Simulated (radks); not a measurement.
Polarisability of the niobium ion Nb2+, [Kr] 4d3, at imaginary frequency. All-electron calculation, non-relativistic Kohn-Sham, LDA (Slater exchange, Perdew-Wang correlation), spin-unpolarised, spherical densities, point nucleus; relativity is left out, which matters for an element this heavy. Program: a radial shooting solver on a logarithmic mesh with Libxc functionals. Response by self-consistent Sternheimer equations with the Hartree and adiabatic LDA kernel.

w (hartree),alpha1(iw) (bohr^3)
0.00266,11.41
0.0143,11.40
0.0360,11.32
0.0697,11.09
0.118,10.57
0.186,9.675
0.280,8.433
0.413,7.008
0.605,5.534
0.892,4.081
1.35,2.714
2.12,1.543
3.59,0.7103
6.94,0.2549
17.5,0.06233

Static values: alpha1 = 11.41 bohr^3 (1.691 angstrom^3; uncoupled 15.97). C6 = 59.35, triple-dipole C9 = 448.3 atomic units. One-pole (London) frequency 4 C6 / (3 alpha1^2) = 0.608 hartree, against 0.720 for minus the highest occupied eigenvalue. The dipole shielding factor is 0.952, as the force sum rule N/Z = 0.951 demands.
